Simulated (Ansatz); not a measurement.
CdFHO, SMILES `[OH][Cd][F]`, relaxed with RKS PBE-D4/def2-SVP in Ansatz from a rough embedded geometry. The force threshold is 0.03 eV/Å; the program also tests the step.

Total charge 0; spin multiplicity 1. Cd takes the def2 core potential.

Start:

```xyz
4

O    -0.795   -0.955    0.438
Cd    0.239    0.063   -0.647
F     1.261    1.125   -0.821
H    -0.705   -0.233    1.029
```

Problem. How much energy does the relaxation release, and in how many steps? (Best estimate.)

Solution. The calculation gave: 147.59 kcal/mol, in 7 steps.

Problem. Which bonds change most? (Best estimate.)

Solution. Computed: Cd2–F3 from 1.484 to 1.938 Å; O1–Cd2 from 1.812 to 1.972 Å; O1–H4 from 0.938 to 0.978 Å.

Problem. Give the relaxed structure. (Best estimate.)

Solution. The calculation gave: 
```xyz
4

O    -0.900   -0.983    0.450
Cd    0.380    0.243   -0.414
F     1.638    1.365   -1.370
H    -1.118   -0.625    1.333
```
